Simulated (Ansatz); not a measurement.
Reaction (redistribution): `COB(N)[SiH3]` + `Cl[SiH2][SeH]` → `COB([SiH3])Cl` + `N[SiH2][SeH]`

Computed with Ansatz on PBE0-D4/def2-TZVP structures; ΔE is electronic, products minus reactants. CBS: MP2 limit from def2 TZ/QZ plus the TZ coupled-cluster correction, frozen cores. DFT in def2-TZVPP. B3LYP here is the variant with VWN-RPA as its local correlation; programs differ in this. For Se outer-core shells are correlated without core-valence functions, which leaves a few kJ/mol of doubt a bond. Scalar relativity is left out up to krypton. Each species was taken in one conformer, which may not be the lowest.

`COB(N)[SiH3]`:

Z-matrix (Å, degrees):
```
C
O 1 1.404
H 1 1.093 2 109.5
H 1 1.096 2 112.3 3 -120.5
H 1 1.093 2 109.4 3 119.0
B 2 1.366 1 123.6 3 120.0
Si 6 2.038 2 124.5 1 0.0
N 6 1.402 2 116.9 1 -180.0
H 7 1.492 6 110.0 2 180.0
H 7 1.492 6 112.6 2 60.3
H 7 1.492 6 112.6 2 -60.3
H 8 1.007 6 122.2 2 0.0
H 8 1.003 6 123.1 2 -180.0
```

`Cl[SiH2][SeH]`:

```xyz
6

Cl    2.195    0.439   -0.713
Si    0.428   -0.261    0.050
Se   -1.136    1.307   -0.450
H     0.123   -1.562   -0.587
H     0.586   -0.433    1.512
H    -2.194    0.509    0.187
```

`COB([SiH3])Cl`:

Z-matrix (Å, degrees):
```
C
O 1 1.419
H 1 1.090 2 108.1
H 1 1.091 2 108.2 3 -118.0
H 1 1.090 2 111.7 3 121.0
B 2 1.335 1 126.9 3 -123.8
Cl 6 1.782 2 121.4 1 0.0
Si 6 2.023 2 120.6 1 -180.0
H 8 1.489 6 109.6 2 -120.5
H 8 1.489 6 109.6 2 121.4
H 8 1.487 6 112.1 2 0.4
```

`N[SiH2][SeH]`:

Cartesian coordinates in Å:
```
N 0.134 -1.289 -0.403
Si 0.122 0.070 0.637
Se -1.106 1.898 -0.002
H -0.731 -1.739 -0.658
H 0.793 -1.320 -1.164
H 1.539 0.470 0.808
H -0.522 -0.290 1.922
H -0.229 2.202 -1.140
```

```
             level  ΔE (kJ/mol)  difference from CCSD(T)/CBS
            PBE-D4         50.8                          2.5
         r2SCAN-D4         50.3                          2.0
           PBE0-D4         53.3                          5.0
          B3LYP-D4         50.7                          2.4
           ωB97X-V         51.3                          3.0
           ωB97M-V         52.3                          4.0
            B2PLYP         48.3                          0.0
               PBE         50.1                          1.8
            r2SCAN         50.1                          1.8
              PBE0         52.8                          4.5
             B3LYP         49.7                          1.4
     HF/def2-TZVPP         51.1                          2.8
    MP2/def2-TZVPP         46.9                         -1.4
SCS-MP2/def2-TZVPP         47.1                         -1.2
   CCSD/def2-TZVPP         48.9                          0.6
CCSD(T)/def2-TZVPP         47.5                         -0.8
     HF/def2-QZVPP         51.0                          2.7
    MP2/def2-QZVPP         47.4                         -0.9
SCS-MP2/def2-QZVPP         47.4                         -0.9
      HF/CBS(def2)         51.0                          2.7
     MP2/CBS(def2)         47.8                         -0.5
    CCSD/CBS(def2)         49.8                          1.5
       CCSD(T)/CBS         48.3                            0
```

Largest T1 diagnostic among the species: 0.013.

In def2-TZVPP, CCSD(T) changes the Hartree–Fock value by −3.6 kJ/mol (the triples alone add −1.5 kJ/mol) and MP2 by −4.2 kJ/mol.
